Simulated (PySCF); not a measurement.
PySCF job for 5H-1,4-dioxepine (C5H6O2), SMILES C1OC=COC=C1, PBE/pcSseg-1. The structure is a stationary point at B3LYP-D3(BJ)/def2-SVP. Other conformers were not sampled.

```python
import numpy as np
from pyscf import gto, scf, dft
from pyscf.prop.nmr import rks as nmr

mol = gto.M(
    atom='''
    C    -1.53090775    0.12381015   -0.05853708
    C    -0.89628350    1.29343844   -0.22041049
    O     0.42704516    1.54678638   -0.32842006
    C     1.40485476    0.60809891   -0.16024368
    C     1.34479743   -0.67236296    0.24479812
    O     0.29778962   -1.44663658    0.60304376
    C    -0.96504664   -1.26410979   -0.02369417
    H    -2.62145239    0.18791761   -0.01010353
    H    -1.45587235    2.22926892   -0.28873393
    H     2.38295165    1.03311198   -0.38738723
    H     2.29815406   -1.20184194    0.33324082
    H    -1.65365740   -1.92608182    0.52139011
    H    -0.89328751   -1.65682155   -1.05687205
    ''',
    basis='pcSseg-1',
    charge=0,
    spin=0,
    max_memory=1600,
    verbose=3,
)
mf = dft.RKS(mol, xc='pbe')
mf.grids.level = 3
mf.conv_tol = 1e-10
mf.max_cycle = 100
mf.kernel()
n = nmr.NMR(mf)
n.verbose = 2
n.max_cycle_cphf = 60
sigma = n.kernel()
print('atom   isotropic/ppm   span/ppm')
for i, s in enumerate(sigma):
    w = np.linalg.eigvalsh((s + s.T) / 2)
    print(f'{mol.atom_symbol(i):2s}{i + 1:3d} {w.mean():14.3f} {w[2] - w[0]:11.3f}')
```

Log of the run:

```
converged SCF energy = -344.080282431352
atom   isotropic/ppm   span/ppm
C   1         72.329     180.032
C   2         31.011     152.785
O   3        124.355     222.292
C   4         51.514     124.891
C   5         44.927     134.327
O   6        182.401     234.577
C   7        105.806      75.882
H   8         26.351       4.297
H   9         24.760       6.067
H  10         25.573       5.845
H  11         25.367       6.755
H  12         26.910       9.839
H  13         26.495       7.368
```

Self-consistency was reached.
